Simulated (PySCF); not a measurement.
CH₃BFSi, AlB₂FH₃, BFH₅Si₂, AlBFH₄Si and others (calculated)

Computed with PySCF 2.14.0. Calculation on a computer-drawn molecule: optimised geometry and harmonic frequencies of an isolated molecule of the commonest isotopes, restricted reference for singlets and unrestricted otherwise, frozen core in MP2.

Common to all runs: basis cc-pV(D+d)Z.

(1) CH₃BFSi

Start structure:
```xyz
7
CH3BFSi
F     -2.0618    -2.3619    -5.1584
B     -1.7691    -1.2612    -4.7193
C     -1.5396     0.0816    -4.2770
Si    -0.3562     0.7336    -3.0164
H     -2.1672     0.9012    -4.6707
H      0.5744    -0.2148    -2.2964
H     -0.3251     2.1861    -2.7379
```

```
charge                                        : 1
multiplicity                                  : 1
method                                        : HF
rotational constants                          : 31.46, 2.531, 2.343 GHz
total energy                                  : -452.4273 hartree
convergence status largest gradient component : 3.04e-05 hartree/bohr
```

Drawn bonds:
```tsv
atom	other atom	order
1	2	1
2	3	1
3	4	2
3	5	1
4	6	1
4	7	1
```

Optimised structure:
```xyz
7
CH3BFSi
F     -1.9102    -2.3563    -5.0267
B     -1.7523    -1.1738    -4.6700
C     -1.5640     0.1738    -4.2556
Si    -0.4041     0.6885    -3.0712
H     -2.2050     0.9159    -4.7296
H      0.4722    -0.2803    -2.4150
H     -0.2812     2.0967    -2.7080
```

Modes:
```tsv
frequency (cm⁻¹)	reduced mass (dalton)
133.1	5.107
245.9	1.365
483.2	3.38
514.2	7.274
641.3	1.777
678.6	1.133
748.4	1.176
866.1	3.904
1009	1.399
1029	1.113
1263	3.223
1841	11.59
2424	1.028
2461	1.058
3296	1.086
```

(2) CH₃BFSi

Start structure:
```xyz
7
CH3BFSi
F     -1.9102    -2.3563    -5.0267
B     -1.7523    -1.1738    -4.6700
C     -1.5640     0.1738    -4.2556
Si    -0.4041     0.6885    -3.0712
H     -2.2050     0.9159    -4.7296
H      0.4722    -0.2803    -2.4150
H     -0.2812     2.0967    -2.7080
```

```
charge                                        : 1
multiplicity                                  : 1
method                                        : MP2
rotational constants                          : 29.44, 2.534, 2.333 GHz
total energy                                  : -452.8949 hartree
convergence status largest gradient component : 2.504e-05 hartree/bohr
```

Drawn bonds:
```tsv
atom	other atom	order
1	2	1
2	3	1
3	4	2
3	5	1
4	6	1
4	7	1
```

Optimised structure:
```xyz
7
CH3BFSi
F     -1.8809    -2.3836    -5.0038
B     -1.7473    -1.1729    -4.6650
C     -1.5784     0.1953    -4.2654
Si    -0.4036     0.6893    -3.0707
H     -2.2244     0.9473    -4.7425
H      0.4600    -0.3112    -2.4320
H     -0.2700     2.1003    -2.6967
```

Modes:
```tsv
frequency (cm⁻¹)	reduced mass (dalton)
118.2	5.154
237	1.355
456.2	3.3
477.3	9.032
613.4	1.73
649	1.13
689.6	1.131
828.3	4.118
943.9	1.293
969.9	1.081
1183	4.579
1787	11.52
2363	1.028
2407	1.06
3204	1.087
```

(3) AlB₂FH₃

Start structure:
```xyz
7
AlB2FH3
F     -1.9636     2.0501    -4.7435
B     -0.8506     1.9933    -4.1757
B      0.4323     1.7411    -3.3635
Al     0.5527     1.1959    -1.1724
H      1.5671     1.8279    -3.5870
H      1.8501     1.4711    -0.5148
H     -0.6537     0.6528    -0.3589
```

```
charge                                        : 1
multiplicity                                  : 1
method                                        : HF
rotational constants                          : 22.99, 1.849, 1.76 GHz
total energy                                  : -392.1814 hartree
convergence status largest gradient component : 9.648e-06 hartree/bohr
```

Drawn bonds:
```tsv
atom	other atom	order
1	2	1
2	3	1
3	4	1
3	5	1
4	6	1
4	7	1
```

Optimised structure:
```xyz
7
AlB2FH3
F     -1.7677     2.6827    -4.7006
B     -0.8148     2.1507    -4.1377
B      0.4480     1.4371    -3.2435
Al     0.5596     1.2500    -1.0473
H      1.3162     1.0242    -3.9540
H      1.2579     2.4573    -0.3424
H     -0.0649    -0.0698    -0.4903
```

Modes:
```tsv
frequency (cm⁻¹)	reduced mass (dalton)
102	7.382
116.3	1.16
325.9	1.154
344.4	2.816
370.1	8.83
443.9	2.276
624.7	1.464
709.7	1.802
711.3	5.548
776.7	1.072
903.7	1.375
1715	11.98
2056	1.019
2082	1.066
2759	1.089
```

(4) AlB₂FH₃

Start structure:
```xyz
7
AlB2FH3
F     -1.7677     2.6827    -4.7006
B     -0.8148     2.1507    -4.1377
B      0.4480     1.4371    -3.2435
Al     0.5596     1.2500    -1.0473
H      1.3162     1.0242    -3.9540
H      1.2579     2.4573    -0.3424
H     -0.0649    -0.0698    -0.4903
```

```
charge                                        : 1
multiplicity                                  : 1
method                                        : MP2
rotational constants                          : 21.97, 1.883, 1.785 GHz
total energy                                  : -392.5614 hartree
convergence status largest gradient component : 4.537e-05 hartree/bohr
```

Drawn bonds:
```tsv
atom	other atom	order
1	2	1
2	3	1
3	4	1
3	5	1
4	6	1
4	7	1
```

Optimised structure:
```xyz
7
AlB2FH3
F     -1.7876     2.6901    -4.6551
B     -0.7979     2.1413    -4.1272
B      0.4571     1.4326    -3.2466
Al     0.5501     1.2558    -1.0578
H      1.3475     1.0066    -3.9360
H      1.2488     2.4753    -0.3717
H     -0.0837    -0.0695    -0.5214
```

Modes:
```tsv
frequency (cm⁻¹)	reduced mass (dalton)
92.91	7.502
127.7	1.167
296.9	1.094
327.8	3.116
363.5	8.112
432.5	2.215
599.7	1.442
676.5	1.795
727.6	2.382
740.2	1.415
828.3	1.467
1649	11.67
2022	1.018
2057	1.067
2701	1.09
```

(5) BFH₅Si₂

Start structure:
```xyz
9
BFH5Si2
F      1.7007    -3.2814     0.8998
B      1.6199    -2.1467     0.2354
Si     0.6376    -0.6646    -0.4241
Si    -1.4530    -1.2165     0.7680
H      1.2331     0.6467     0.0752
H      0.4752    -0.6155    -1.8023
H     -1.8524    -2.5800     0.2593
H     -1.1928    -1.3752     2.1696
H     -2.2630    -0.2134     0.2793
```

```
charge                                        : 1
multiplicity                                  : 1
method                                        : HF
rotational constants                          : 8, 1.695, 1.447 GHz
total energy                                  : -704.6593 hartree
convergence status largest gradient component : 2.212e-05 hartree/bohr
```

Drawn bonds:
```tsv
atom	other atom	order
1	2	1
2	3	1
3	4	1
3	5	1
3	6	1
4	7	1
4	8	1
4	9	1
```

Optimised structure:
```xyz
9
BFH5Si2
F      2.5085    -3.2043     0.5637
B      1.7543    -2.2901     0.2424
Si     0.4645    -0.7349    -0.3014
Si    -1.6523    -1.1289     0.7536
H      1.2854     0.3886     0.1852
H      0.5528    -0.9004    -1.7635
H     -2.1186    -2.4353     0.2597
H     -1.3927    -1.1354     2.2030
H     -2.4966    -0.0059     0.3175
```

Modes:
```tsv
frequency (cm⁻¹)	reduced mass (dalton)
77.33	1.074
85.19	6.866
266.9	2.407
334.1	6.153
371.8	1.22
375.2	5.711
427.6	5.589
576.2	1.385
622.1	1.36
741.2	1.129
798.1	1.174
942.3	1.09
993.2	1.055
1004	1.037
1013	1.041
1683	12.73
2348	1.026
2355	1.017
2364	1.053
2373	1.054
2379	1.054
```

(6) AlBFH₄Si

Start structure:
```xyz
8
AlBFH4Si
F     -0.8902     2.9211     0.9586
B     -0.1554     1.7979     1.0755
Al     1.4537     1.1437    -0.0681
Si    -0.5726     0.5783     2.4447
H      2.0403    -0.2545     0.4894
H      2.2679     1.6717    -1.3374
H      0.2012    -0.6989     2.7013
H     -1.5420     0.5093     3.4946
```

```
charge                                        : 0
multiplicity                                  : 2
method                                        : HF
rotational constants                          : 5.753, 2.301, 1.677 GHz
total energy                                  : -657.2819 hartree
spin squared                                  : 0.7801
convergence status largest gradient component : 2.07e-05 hartree/bohr
```

Drawn bonds:
```tsv
atom	other atom	order
1	2	1
2	3	1
2	4	1
3	5	1
3	6	1
4	7	1
4	8	1
```

Optimised structure:
```xyz
8
AlBFH4Si
F     -1.0031     2.4912     0.6618
B     -0.1926     1.4750     1.0141
Al     1.5550     1.0298    -0.2107
Si    -0.7391     0.4128     2.6470
H      1.7511    -0.4094    -0.8459
H      2.6789     2.1222    -0.4458
H      0.3001    -0.4807     3.2126
H     -1.5474     1.0278     3.7255
```

Modes:
```tsv
frequency (cm⁻¹)	reduced mass (dalton)
46.21	1.042
116.5	3.828
197.2	1.113
242.9	5.399
304.8	1.829
345.8	1.667
402.8	2.453
524.7	1.626
573.4	1.667
625.7	1.312
790.6	2.401
857.4	1.389
1011	1.088
1231	11.47
1969	1.056
1973	1.028
2301	1.032
2314	1.051
```

(7) ClFH₃Si₂

Start structure:
```xyz
7
ClFH3Si2
F      0.2775     1.2322    -3.3019
Si     1.2491     1.0493    -2.1214
Si    -0.0604    -0.2548    -0.6839
Cl     2.9108     2.0499    -2.5208
H     -0.2842    -1.4294    -1.4998
H      0.8033    -0.5890     0.4747
H     -1.2484     0.5246    -0.4074
```

```
charge                                        : 1
multiplicity                                  : 1
method                                        : HF
rotational constants                          : 5.066, 1.888, 1.399 GHz
total energy                                  : -1138.3751 hartree
convergence status largest gradient component : 1.792e-05 hartree/bohr
```

Drawn bonds:
```tsv
atom	other atom	order
1	2	1
2	3	1
2	4	1
3	5	1
3	6	1
3	7	1
```

Optimised structure:
```xyz
7
ClFH3Si2
F      0.3261     1.4015    -3.6155
Si     1.0763     1.0698    -2.2813
Si    -0.0433    -0.3142    -0.6405
Cl     2.8589     1.8852    -2.2014
H     -0.3263    -1.5230    -1.4224
H      0.9665    -0.4486     0.4129
H     -1.2106     0.5122    -0.3123
```

Modes:
```tsv
frequency (cm⁻¹)	reduced mass (dalton)
23.39	1.07
113.8	7.609
201.1	6.778
230.9	13.63
360.3	16.87
574.6	1.185
577.2	1.153
711.2	15.2
919.6	1.122
991.2	1.164
996.8	1.041
1014	6.145
2378	1.012
2407	1.056
2417	1.056
```

(8) ClFH₃Si₂

Start structure:
```xyz
7
ClFH3Si2
F      0.3261     1.4015    -3.6155
Si     1.0763     1.0698    -2.2813
Si    -0.0433    -0.3142    -0.6405
Cl     2.8589     1.8852    -2.2014
H     -0.3263    -1.5230    -1.4224
H      0.9665    -0.4486     0.4129
H     -1.2106     0.5122    -0.3123
```

```
charge                                        : 1
multiplicity                                  : 1
method                                        : MP2
rotational constants                          : 4.895, 1.927, 1.407 GHz
total energy                                  : -1138.8755 hartree
convergence status largest gradient component : 1.787e-05 hartree/bohr
```

Drawn bonds:
```tsv
atom	other atom	order
1	2	1
2	3	1
2	4	1
3	5	1
3	6	1
3	7	1
```

Optimised structure:
```xyz
7
ClFH3Si2
F      0.2979     1.3956    -3.6270
Si     1.0672     1.0626    -2.2761
Si    -0.0339    -0.3062    -0.6481
Cl     2.8606     1.8664    -2.1653
H     -0.3200    -1.5205    -1.4310
H      0.9830    -0.4366     0.4062
H     -1.2071     0.5216    -0.3191
```

Modes:
```tsv
frequency (cm⁻¹)	reduced mass (dalton)
34.76	1.07
109.4	7.393
190.9	6.548
224.1	14.31
359	14.78
538.1	1.193
542.7	1.152
697.7	14.61
854.5	1.128
934.8	1.085
939.6	1.038
971.5	10.74
2319	1.012
2357	1.056
2369	1.056
```

(9) FH₅NSi₂

Start structure:
```xyz
9
FH5NSi2
F     -4.2486     0.9418     0.6802
Si    -2.8764     0.4035     0.2830
N     -2.0515     1.5418    -0.8186
Si    -0.3523     1.4857    -1.5759
H     -2.4911    -0.7279     0.8671
H     -2.5800     2.3265    -1.0614
H      0.1996     2.7013    -1.0662
H     -0.7439     1.4754    -2.9859
H      0.1838     0.2641    -1.1155
```

```
charge                                        : 1
multiplicity                                  : 1
method                                        : HF
rotational constants                          : 23.75, 1.776, 1.686 GHz
total energy                                  : -734.5084 hartree
convergence status largest gradient component : 1.648e-05 hartree/bohr
```

Drawn bonds:
```tsv
atom	other atom	order
1	2	1
2	3	1
3	4	1
2	5	1
3	6	1
4	7	1
4	8	1
4	9	1
```

Optimised structure:
```xyz
9
FH5NSi2
F     -4.2945     0.8612     0.7270
Si    -2.8549     0.5390     0.2245
N     -2.1220     1.5634    -0.7873
Si    -0.4522     1.4657    -1.5460
H     -2.2751    -0.6910     0.7222
H     -2.6522     2.3860    -1.0502
H      0.2763     2.6496    -1.0830
H     -0.6639     1.4326    -2.9955
H      0.0779     0.2056    -1.0047
```

Modes:
```tsv
frequency (cm⁻¹)	reduced mass (dalton)
114.8	2.624
135.2	1.587
161.2	4.662
292.9	9.39
602	1.344
626.2	2.273
673.2	1.09
766.9	1.719
780.5	1.252
874.3	1.181
993.9	4.588
1015	1.051
1016	1.289
1029	1.045
1143	2.048
1317	1.827
2374	1.028
2402	1.04
2413	1.056
2513	1.047
3695	1.075
```

(10) AlBFH₄Si

Start structure:
```xyz
8
AlBFH4Si
F     -3.1832     3.4656     0.1031
Si    -2.5920     2.3126    -0.8746
B     -0.6397     2.1998    -0.7525
Al     1.3899     2.0690    -0.7648
H     -3.1574     2.7160    -2.1372
H     -3.2522     1.1599    -0.3247
H      2.3901     2.9549     0.0169
H      2.1939     0.9910    -1.5821
```

```
charge                                        : 0
multiplicity                                  : 2
method                                        : HF
rotational constants                          : 15.77, 1.326, 1.265 GHz
total energy                                  : -657.2826 hartree
spin squared                                  : 0.7586
convergence status largest gradient component : 1.418e-05 hartree/bohr
```

Drawn bonds:
```tsv
atom	other atom	order
1	2	1
2	3	1
3	4	1
2	5	1
2	6	1
4	7	1
4	8	1
```

Optimised structure:
```xyz
8
AlBFH4Si
F     -3.2492     2.9124     0.5669
Si    -2.6211     2.3735    -0.8287
B     -0.6259     2.2153    -0.7846
Al     1.4522     2.0381    -0.7738
H     -3.0266     3.3389    -1.8701
H     -3.2259     1.0492    -1.0757
H      2.3358     3.2687    -1.2252
H      2.1099     0.6727    -0.3247
```

Modes:
```tsv
frequency (cm⁻¹)	reduced mass (dalton)
75.84	7.565
106.9	1.108
150.6	2.095
269.3	10.85
374	7.696
422.1	1.176
601.5	1.166
607.1	1.793
804	1.092
814.2	1.174
863.3	6.053
901	3.741
973.2	1.375
1006	1.097
1987	1.06
1988	1.024
2331	1.053
2332	1.028
```
